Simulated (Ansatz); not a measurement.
Frontier orbitals of C2H8SSi, SMILES `CC([SiH3])S`.

| atom | x (Å) | y (Å) | z (Å) |
| --- | --- | --- | --- |
| C1 | 0.5157 | 1.3698 | -0.1907 |
| C2 | -0.1455 | 0.2310 | 0.5696 |
| Si3 | -0.9116 | -1.0950 | -0.5296 |
| S4 | 0.9705 | -0.5834 | 1.7549 |
| H5 | -0.2126 | 1.8902 | -0.8199 |
| H6 | 0.9602 | 2.0938 | 0.4960 |
| H7 | 1.3119 | 0.9976 | -0.8407 |
| H8 | -0.9408 | 0.6248 | 1.2119 |
| H9 | -1.8146 | -0.4807 | -1.5448 |
| H10 | -1.6827 | -2.0640 | 0.2874 |
| H11 | 0.1868 | -1.8016 | -1.2436 |
| H12 | 1.7628 | -1.1825 | 0.8495 |

Charge 0, multiplicity 1. The geometry is a stationary point of PBE0-D4/def2-TZVP. It is one conformer, not always the lowest. Basis def2-TZVPP, the Gaussian-basis code of Ansatz.

Orbital energies of one run (eV). Highest occupied ones, from the top: -6.42, -8.28, -9.03, -9.21, -9.84, -10.18, -11.11, -11.88, -12.25, -14.47, -16.71, -19.46, -22.20, -99.05. Empty: -0.32, 0.76, 0.97, 0.98, 1.17, 1.59.

**Question.** Which functional gave them?
A. BLYP
B. BHLYP
C. LDA (SPW92)
D. HSE06 (plane-wave form)

**Answer.** D. HOMO energies: HSE06 -6.42, BLYP -5.46, BHLYP -7.90, LDA (SPW92) -5.73 eV.
